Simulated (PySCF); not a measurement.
## Deuteron quadrupole couplings in 2,6-difluorophenol

Compound: 2,6-difluorophenol, C₆H₄F₂O.
Z-matrix (Å and degrees, GFN2-xTB geometry), rows numbered from 1:
```
O 
C   1  1.3492
C   2  1.3946  1  122.79
F   3  1.3590  2  116.78  1     0.00
C   3  1.3791  2  123.21  1  -179.99
C   5  1.3839  3  118.81  2    -0.05
C   6  1.3842  5  120.05  3     0.06
C   7  1.3816  6  119.92  5    -0.01
F   8  1.3442  2  118.93  1    -0.04
H   1  0.9672  2  109.64  3    -0.07
H   5  1.0778  3  119.30  2  -180.00
H   6  1.0776  5  119.95  3  -179.96
H   7  1.0780  6  121.38  5  -179.99
```

Level: PBE0/pcSseg-1 (PySCF, non-relativistic); Q(2H) = 0.00286 b; rigid geometry, the same for H and D, with no vibrational averaging.

Question: What are Vzz, η and χzz (234.96 MHz × Q × Vzz) at all hydrogens?

Answer: 
```tsv
atom	bonded to	bond length (Å)	Vzz (au)	η	χzz (kHz)
H10	O1	0.967	0.4392	0.14	295
H11	C5	1.078	0.3312	0.07	223
H12	C6	1.078	0.3313	0.07	223
H13	C7	1.078	0.3304	0.07	222
```

Question: Average by the element that carries the hydrogen.

Answer: on O: 295 kHz over 1 position, mean bond length 0.967 Å; on C: 222 kHz over 3 positions, mean bond length 1.078 Å.

Question: Give the 2H NMR doublet splittings at H11 for a magnetic field along the z, y and x axes of the gradient: 3χ/2, 3χ(1 + η)/4, 3χ(1 − η)/4.

Answer: With |χ| = 222.6 kHz and η = 0.070: 334, 179 and 155 kHz, to first order and without motion.

One conformer (not necessarily the lowest) at the GFN2-xTB geometry, without solvent, vibrations or thermal averaging. GFN2-xTB bond lengths can be off by several hundredths of an ångström, more for odd bonds, and the gradients follow them. These gradients aren't converged with respect to the basis.

The run behind these numbers computed NMR shieldings as well. Hardware: one thread, x86-64 server, no GPU, shared host. Cost: 27 s.
